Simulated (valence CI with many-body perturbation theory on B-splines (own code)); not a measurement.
Level structure of Pt72+

Computed by configuration interaction combined with many-body perturbation theory (CI+MBPT): four valence electrons over a frozen Dirac-Fock core [He], a basis of 11 s, 11 p, 10 d, 8 f, 5 g, 2 h functions for each j, with the one-electron correlation potential Σ1 (screened to all orders), the two-electron term Σ2, the three-electron term Σ3, Breit, model QED; selected single and double excitations, second order for the rest, scaled by the run's own slope (own B-spline code, finite nucleus).

No measured spectrum was set against this ion. As an estimate, large intervals hold to a few tenths of a per cent, small ones and those within an open d or f shell to about a per cent. Among the levels kept, up to 1400 cm⁻¹ of a level comes from second order outside the variational space, and about a tenth of that is noise between levels of different J, which matters for small intervals.

Levels 46 to 90 of 218, with energies above the lowest level, (2s^2 2p1/2^2) J=0. "Leading %" is the weight of the configuration and term that name the level; weights of strongly mixed levels are sums over their largest components and can fall short. In the jj column 3d3/2^4 stands for four electrons in 3d with j = 3/2.

```csv
No.,Configuration,Term,J,E (eV),Leading %,Second component,g,Leading jj
46,2s2p²3s,³P,1,13899,65,20 % 2s2p²3s ⁵P,1.537,2s 2p1/2 2p3/2 3s (98 %)
47,2s2p²3s,³D,3,13909,64,36 % 2s2p²3s ⁵P,1.411,2s 2p1/2 2p3/2 3s (100 %)
48,2s2p²3s,³P,2,13937,38,36 % 2s2p²3s ³D,1.200,2s 2p1/2 2p3/2 3s (100 %)
49,2s2p²3p,⁵P°,1,13969,39,30 % 2s2p²3p ⁵D°,1.851,2s 2p1/2 2p3/2 3p1/2 (100 %)
50,2s2p²3p,⁵D°,2,13980,46,19 % 2s2p²3p ³D°,1.320,2s 2p1/2 2p3/2 3p1/2 (100 %)
51,2s2p²3s,³P,0,13997,99,,,2s 2p1/2 2p3/2 3s (99 %)
52,2s2p²3s,³D,1,13998,46,45 % 2s2p²3s ¹P,0.852,2s 2p1/2 2p3/2 3s (99 %)
53,2s2p²3s,³P,1,14005,73,12 % 2s2p²3s ⁵P,1.471,2s 2p1/2 2p3/2 3s (99 %)
54,2s2p²3s,¹D,2,14008,39,35 % 2s2p²3s ³P,1.190,2s 2p1/2 2p3/2 3s (99 %)
55,2s2p²3p,³D°,3,14012,32,28 % 2s2p²3p ³F°,1.192,2s 2p1/2 2p3/2 3p1/2 (100 %)
56,2s2p²3p,³P°,2,14056,44,16 % 2s2p²3p ³D°,1.449,2s 2p1/2 2p3/2 3p1/2 (100 %)
57,2s2p²3p,³P°,0,14090,50,27 % 2s2p²3p ⁵D°,,2s 2p1/2 2p3/2 3p1/2 (100 %)
58,2s2p²3p,³D°,1,14091,59,7 % 2s2p²3p ⁵D°,0.886,2s 2p1/2 2p3/2 3p1/2 (100 %)
59,2s2p²3p,³F°,2,14093,44,23 % 2s2p²3p ¹D°,0.901,2s 2p1/2 2p3/2 3p1/2 (100 %)
60,2s2p²3p,¹P°,1,14147,29,21 % 2s2p²3p ³D°,1.119,2s 2p1/2 2p3/2 3p1/2 (99 %)
61,2s²2p3p,³D,3,14290,99,,1.305,2s^2 2p3/2 3p3/2 (99 %)
62,2s²2p3p,¹P,1,14291,54,37 % 2s²2p3p ³S,1.315,2s^2 2p3/2 3p3/2 (98 %)
63,2p³3s,³P°,2,14317,48,23 % 2p³3s ⁵S°,1.472,2p1/2^2 2p3/2 3s (98 %)
64,2s²2p3p,³P,2,14324,65,34 % 2s²2p3p ¹D,1.300,2s^2 2p3/2 3p3/2 (98 %)
65,2p³3s,¹P°,1,14327,32,27 % 2p³3s ³D°,1.136,2p1/2^2 2p3/2 3s (97 %)
66,2s²2p3p,¹S,0,14353,66,32 % 2s²2p3p ³P,,2s^2 2p3/2 3p3/2 (98 %)
67,2s²2p3d,³D°,2,14387,50,23 % 2s²2p3d ¹D°,1.021,2s^2 2p3/2 3d3/2 (98 %)
68,2s²2p3d,³F°,3,14396,53,34 % 2s²2p3d ¹F°,1.054,2s^2 2p3/2 3d3/2 (98 %)
69,2s²2p3d,³P°,1,14400,55,38 % 2s²2p3d ³D°,1.058,2s^2 2p3/2 3d3/2 (98 %)
70,2s²2p3d,³P°,0,14405,98,,,2s^2 2p3/2 3d3/2 (98 %)
71,2p³3p,³P,1,14413,32,19 % 2p³3p ⁵P,1.463,2p1/2^2 2p3/2 3p1/2 (98 %)
72,2p³3p,³D,2,14414,25,20 % 2p³3p ³F,1.143,2p1/2^2 2p3/2 3p1/2 (98 %)
73,2s2p²3p,⁵D°,3,14507,50,31 % 2s2p²3p ⁵P°,1.475,2s 2p1/2 2p3/2 3p3/2 (99 %)
74,2s²2p3d,³F°,4,14511,91,5 % 2s2p²3p ³F°,1.231,2s^2 2p3/2 3d5/2 (91 %)
75,2s2p²3p,³P°,1,14519,27,26 % 2s2p²3p ⁵P°,1.551,2s 2p1/2 2p3/2 3p3/2 (99 %)
76,2s²2p3d,³P°,2,14524,37,35 % 2s²2p3d ¹D°,1.242,2s^2 2p3/2 3d5/2 (82 %)
77,2s2p²3p,³D°,2,14538,39,14 % 2s2p²3p ⁵S°,1.377,2s 2p1/2 2p3/2 3p3/2 (85 %)
78,2s²2p3d,³D°,3,14543,63,31 % 2s²2p3d ¹F°,1.207,2s^2 2p3/2 3d5/2 (94 %)
79,2s2p²3p,³F°,4,14551,58,34 % 2s2p²3p ⁵D°,1.299,2s 2p1/2 2p3/2 3p3/2 (92 %)
80,2s2p²3p,³P°,0,14552,79,14 % 2s2p²3p ⁵D°,,2s 2p1/2 2p3/2 3p3/2 (100 %)
81,2s²2p3d,¹P°,1,14558,60,26 % 2s²2p3d ³P°,1.078,2s^2 2p3/2 3d5/2 (96 %)
82,2s2p²3p,³P°,2,14565,50,20 % 2s2p²3p ¹D°,1.372,2s 2p1/2 2p3/2 3p3/2 (98 %)
83,2s2p²3p,³D°,3,14579,52,26 % 2s2p²3p ¹F°,1.260,2s 2p1/2 2p3/2 3p3/2 (97 %)
84,2s2p²3p,¹P°,1,14582,41,14 % 2s2p²3p ³S°,1.130,2s 2p1/2 2p3/2 3p3/2 (98 %)
85,2s2p²3d,⁵F,2,14596,44,17 % 2s2p²3d ³P,1.138,2s 2p1/2 2p3/2 3d3/2 (100 %)
86,2s2p²3d,⁵D,1,14600,47,22 % 2s2p²3d ⁵F,1.144,2s 2p1/2 2p3/2 3d3/2 (100 %)
87,2s2p²3d,⁵D,0,14602,82,16 % 2s2p²3d ³P,,2s 2p1/2 2p3/2 3d3/2 (100 %)
88,2s2p²3d,⁵F,3,14607,48,18 % 2s2p²3d ³F,1.144,2s 2p1/2 2p3/2 3d3/2 (99 %)
89,2s2p²3p,³D°,2,14637,38,27 % 2s2p²3p ³P°,1.341,2s 2p1/2 2p3/2 3p3/2 (99 %)
90,2s2p²3p,³D°,3,14639,47,34 % 2s2p²3p ³F°,1.162,2s 2p1/2 2p3/2 3p3/2 (99 %)
```
